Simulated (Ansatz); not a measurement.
Ansatz results at the PBE0-D4/def2-TZVP geometry: HOMO–LUMO gap (PBE0/def2-TZVPP) 7.41 eV; LUMO energy (PBE0/def2-TZVPP) -0.56 eV; size of the dipole moment (ωB97M-V/def2-TZVPP) 0.57 D.

Each molecule was computed in one conformer, which needn't be the lowest.

**Question.** Which molecule gave them?
A. `FC1=C[SiH2][SiH2]1`
B. `F[SiH2][CH](F)[SnH3]`
C. `C#[C][GeH2][OH]`
D. `C=C(Cl)[SiH2][AlH2]`

**Answer.** B. The others give `C=C(Cl)[SiH2][AlH2]`: 6.08, -1.15, 2.11; `C#[C][GeH2][OH]`: 7.74, -0.46, 1.33; `FC1=C[SiH2][SiH2]1`: 7.28, -0.63, 1.09.
